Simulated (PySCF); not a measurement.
# Molecular orbitals of SnBr⁺

PBE at R = 2.431 Å; Sn def2-SVP with ECP28, Br def2-SVP; scalar-relativistic core potentials (PySCF 2.14). State: ¹Σ⁺ (singlet), closed shell. Only the outer orbitals are listed, counted within each symmetry, core potentials removing the inner ones.

```tsv
orbital	occ.	ε (eV)	on Sn (%)	main shells (%)
10σ	2	-25.05	8	91 Br s
11σ	2	-17.98	77	76 Sn s, 16 Br p
12σ	2	-13.58	44	56 Br p, 25 Sn p, 17 Sn s
6π	2	-13.25	12	88 Br p, 11 Sn p
6π	2	-13.25	12	88 Br p, 11 Sn p
7π	0	-9.66	89	89 Sn p, 11 Br p
7π	0	-9.66	89	89 Sn p, 11 Br p
13σ	0	-6.95	82	77 Sn p, 20 Br p
```

**Question.** Which are the highest filled and the lowest empty level, where do they sit, and how wide is the gap?

**Answer.** Highest filled 6π at -13.25 eV (in %: 88 Br p, 11 Sn p); lowest empty 7π at -9.66 eV (in %: 89 Sn p, 11 Br p); the gap at PBE is 3.59 eV.

* bond order (Mayer): 1.62
* ⟨S²⟩: 0.000
* charge on Sn (Mulliken, basis-dependent): 0.97
* charge on Sn (Löwdin, basis-dependent): 0.81
* dipole moment (positive dipole points towards Br; it is taken about the centre of mass and depends on that origin): -3.65 D
* polarisability along the bond: 70.2 bohr³
* polarisability across the bond: 29.7 bohr³

Spin–orbit coupling is left out.
